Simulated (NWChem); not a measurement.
TaCl$_{4}$, doublet; SMILES [Ta]([Cl])([Cl])([Cl])[Cl]

```xyz
5

Ta     0.0000     0.0000     0.0000
Cl     1.4470     1.4470     1.0320
Cl    -1.4470    -1.4470     1.0320
Cl    -1.4470     1.4470    -1.0320
Cl     1.4470    -1.4470    -1.0320
```
Atoms are numbered in this order, from 1.

All runs: NWChem. Spin-unrestricted. In the optimisation the excess spin sits in a1 (D2d, its own frame). All runs use the structure optimised with PBE0/def2-SVP, spin-unrestricted. Not confirmed as a minimum by frequencies. This spin state was assumed; another may lie lower. No stability test was run on the SCF state. def2 effective core potentials on Ta; no spin-orbit coupling. Total energies compare along this basis series because the functional is fixed.

| level | basis functions | energy (Ha) | highest occupied level (eV) | lowest empty minus highest occupied level, either spin (eV) | <S²> |
|---|---|---|---|---|---|
| PBE/def2-SVP | 104 | -1896.7600 | -4.56 | 0.64 | 0.752 |
| PBE/def2-SVPD | 143 | -1896.7824 | (withheld) | 0.57 | 0.753 |
| PBE/def2-TZVP | 188 | -1897.4088 | -4.62 | 0.61 | 0.753 |

**Question.** Fill in the missing entries.

**Answer.** 
- PBE/def2-SVPD, highest occupied level (eV): -4.79
